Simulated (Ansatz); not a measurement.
Job for Ansatz (a first-principles code): R-CCSD(T)/cc-pVDZ on C5H8 (SMILES C=CC(=C)C), a point of a torsion scan.

Ansatz 0.2 input:
```yaml
crystal:
  periodic: [false, false, false]
  atoms:
    - {symbol: C, position_ang: [1.07354664, 1.50796259, -0.66747660]}
    - {symbol: C, position_ang: [0.31783960, 1.06990630, 0.32550362]}
    - {symbol: C, position_ang: [-0.31755091, -0.25959325, 0.36374053]}
    - {symbol: C, position_ang: [-0.04221488, -1.11595670, 1.33796968]}
    - {symbol: C, position_ang: [-1.22612080, -0.59834273, -0.77976155]}
    - {symbol: H, position_ang: [1.24570601, 0.92242409, -1.55563622]}
    - {symbol: H, position_ang: [1.54823411, 2.47412558, -0.63751121]}
    - {symbol: H, position_ang: [0.19883995, 1.67253861, 1.21801943]}
    - {symbol: H, position_ang: [0.62305101, -0.86000506, 2.14546020]}
    - {symbol: H, position_ang: [-0.47415977, -2.10200250, 1.36737095]}
    - {symbol: H, position_ang: [-1.63817901, -1.59768595, -0.66678831]}
    - {symbol: H, position_ang: [-0.68275837, -0.54497436, -1.72183862]}
    - {symbol: H, position_ang: [-2.04447158, 0.11929801, -0.83106766]}
basis:
  gaussian:
    orbitals: cc-pVDZ
magnetization: {spin_polarized: false}
correlation: {method: ccsd_t, electrons: outside_noble_gas}
scf: {lower_state_search: off}
```

Output:

```
WARN ansatz: RAYON_NUM_THREADS=1 ignored (pool sized by the plan → 1); use --threads N
Functional definition: HF
these checks for a lower state are left out or cut short: stability, starts, cluster_reference, orbital_swaps, neighbouring_geometries, increment
integrals: 0.16 GiB planned
1001 factors; integrals over basis functions are off by at most 1.0e-3 eV
mean field: 0.28 GiB planned
mean field evaluation 1: about -5274.9037 eV, gradient 3.1e1 eV
mean field evaluation 2: about -5275.1391 eV, gradient 3.0e1 eV
mean field evaluation 4: about -5278.0678 eV, gradient 2.8e0 eV
mean field evaluation 8: about -5278.0980 eV, gradient 2.1e-1 eV
mean field -5278.09812735 eV, -193.9665285568 hartree, gradient 7.7e-6 eV, S^2 0.000000; 0 other end points of the search recorded, 0 dependent functions left out
5 core orbitals not correlated
reference -5278.09812735 eV, -193.9665285568 hartree; 14, 14 occupied and 91, 91 virtual orbitals, 1001 factors
second order -18.42336716 eV of doubles, -0.00000000 eV of singles
coupled cluster: 0.55 GiB planned
cycle   1  -19.36005461 eV  change   -9.4e-1 eV  update   9.4e-2
cycle   2  -19.91850713 eV  change   -5.6e-1 eV  update   3.1e-2
cycle   3  -20.01614778 eV  change   -9.8e-2 eV  update   1.3e-2
cycle   4  -20.01777926 eV  change   -1.6e-3 eV  update   3.9e-3
cycle   5  -20.01901695 eV  change   -1.2e-3 eV  update   1.2e-3
cycle   6  -20.01896333 eV  change    5.4e-5 eV  update   3.4e-4
cycle   7  -20.01892185 eV  change    4.1e-5 eV  update   1.1e-4
cycle   8  -20.01894997 eV  change   -2.8e-5 eV  update   4.4e-5
cycle   9  -20.01893647 eV  change    1.3e-5 eV  update   1.5e-5
perturbative correction -0.71265069 eV, -0.0261894299 hartree
Total energy: -5298.82971451 eV, -194.7284003326 hartree
Checks for a lower state left out: stability, starts, cluster_reference, orbital_swaps, neighbouring_geometries, increment
```

The calculation finished and met its thresholds.

Cost: very roughly 7 core-seconds.
